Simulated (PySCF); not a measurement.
Continuum solvent and chemical shifts

Bonds (- single, = double, # triple, : aromatic): C1-C2, C2=S3, C2-N4, N4-C5, C5-C6, C6-C7, C7-C8, C7-C9, C9-C5. C1 carries H10, H11, H12; N4 carries H13; C5 carries H14; C6 carries H15, H16; C7 carries H17; C8 carries H18, H19, H20; C9 carries H21, H22. Stereochemistry as in CC(=S)N[C@H]1C[C@H](C)C1. H15, H22 are cis to N4 on the ring; H16, H21 are trans to N4 on the ring.

GIAO PBE0/pcSseg-1 in PySCF 2.14 on one PBE0-D3(BJ)/def2-SVP conformer, non-relativistic, equivalent nuclei averaged. Solvents enter as an IEF-PCM continuum (chloroform with ε = 4.7, methanol with ε = 32.6) around the gas-phase geometry. Shifts are referred to TMS, CS2 computed in the same medium.

In chloroform, δ in ppm: C2 207.5, C5 47.1, C6/C9 37.7, C1 36.8, C7 24.3, C8 22.2, S3 183.3, H13 6.71, H14 5.38, H10/H11/H12 2.39, H15/H22 1.98, H17 1.97, H16/H21 1.91, H18/H19/H20 1.18. Dipole moment 6.16 D.

(1) How does each δ change in the more polar medium?

(2) Which nuclei move most (in ppm), and what does the model miss?

Results:

(1) 
```
      atoms                            environment  Δδ, methanol
         C2                    thiocarbonyl carbon          +0.9
         C5                     sp3 CH bonded to N          +0.6
      C6/C9                      sp3 CH2 in a ring          -0.2
         C1                          methyl carbon          +0.5
         C7                       sp3 CH in a ring          +0.3
         C8                          methyl carbon          +0.2
         S3                          thione sulfur         -33.1
        H13  hydrogen on a thioamide-type nitrogen         +0.42
        H14      hydrogen on an sp3 CH bonded to N         -0.10
H10/H11/H12            hydrogen on a methyl carbon         +0.05
    H15/H22       hydrogen on an sp3 CH2 in a ring         +0.14
        H17        hydrogen on an sp3 CH in a ring         +0.04
    H16/H21       hydrogen on an sp3 CH2 in a ring         -0.05
H18/H19/H20            hydrogen on a methyl carbon         -0.01
```

Changes are relative to chloroform. The dipole moment becomes 6.88 D in methanol.

(2) S3 (thione sulfur, -33.1 ppm) in methanol. A continuum only polarises the solute; specific hydrogen bonds, the anisotropy of aromatic solvents and changes of geometry or conformer are outside it.
